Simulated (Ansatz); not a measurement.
Molecule: sum formula H$_{3}$SiO$_{2}$, net charge 0, doublet state. It need not be the lowest isomer of its formula. 
Coordinates optimised at B3LYP-D3(BJ)/def2-TZVP (Ansatz, a first-principles code):
SMILES: [SiH](O)O
```xyz
6

Si    -0.3570    -0.3703     0.0132
O     -0.7098     1.2051    -0.3306
O      1.2669    -0.6419     0.1788
H     -0.9050    -0.7721     1.3409
H     -0.3933     1.9005     0.2563
H      1.8401    -0.4495    -0.5687
```
Charge 0, spin multiplicity 2.

Parts of the frozen-core correlation energy in STO-3G (Ansatz, hartree). Frozen orbitals: 7; correlated occupied orbitals by spin: 10 and 9; virtual: 5 and 6. UHF or UKS for open shells. No spin-orbit coupling. No relativistic terms.

| term | value |
|---|---|
| reference (HF) | -434.99021 |
| MP2 opposite-spin | [?] |
| MP2 same-spin | [?] |
| CCSD correlation | -0.12405 |
| (T) | [?] |
| T1 diagnostic | 0.016 |
| largest doubles amplitude | 0.044 |
| <S^2> of the reference | 0.753 |

### Question
What belongs in the gaps?

### Answer

- MP2 opposite-spin, value: -0.08212
- MP2 same-spin, value: -0.01417
- (T), value: -0.00325
